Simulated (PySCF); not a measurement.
**Spin states and ions at one geometry of BiCl3**

PySCF 2.14.0, RKS r2SCAN, Bi def2-SVP with ECP60, Cl def2-SVP; non-relativistic Hamiltonian with scalar-relativistic core potentials where named; density fitting; no spin-orbit coupling; singlets restricted, open shells unrestricted. The geometry is relaxed for charge 0, singlet, vacuum:

```xyz
4

Bi    0.0000    0.0000    0.5263
Cl    2.1745    0.0000   -0.6447
Cl   -1.0873    1.8832   -0.6447
Cl   -1.0873   -1.8832   -0.6447
```

Energies count from the relaxed state; an electron taken off or put on is at rest in vacuum. Charges and spins are Mulliken's.

```csv
state,energy (eV),spin squared,charge on Bi1 (e),spin on Bi1 (e),dipole about the centre of mass (D)
"charge 0, singlet, vacuum",0.00,0.00,0.95,0.00,4.08
"charge 0, triplet, vacuum",4.40,2.01,0.67,0.85,2.40
"charge +1, doublet, vacuum",10.50,0.76,1.15,0.02,1.87
```

Task: What does the state charge -1, doublet, vacuum give?

Result: energy (eV) -0.46, spin squared 0.75, charge on Bi1 (e) 0.46, spin on Bi1 (e) 0.76, dipole about the centre of mass (D) 4.15.

With an electron taken off (doublet) the charges change, summed by element, by Bi +0.19 e, Cl +0.81 e. The vertical ionisation energy is 10.50 eV, against −ε(HOMO) = 7.76 eV of the relaxed state. The level lies 2.7 eV too high, as is usual for semilocal functionals and global hybrids, which keep a self-interaction error.

With an electron put on (doublet) the charges change, summed by element, by Bi -0.50 e, Cl -0.50 e. The vertical electron affinity is 0.46 eV, against −ε(LUMO) = 3.03 eV of the relaxed state. The basis has no diffuse functions, which an added electron needs. The added electron's level lies above zero.

Open shells may have lower solutions than those found.

No frequency check is given that shows the relaxed geometry to be a minimum.
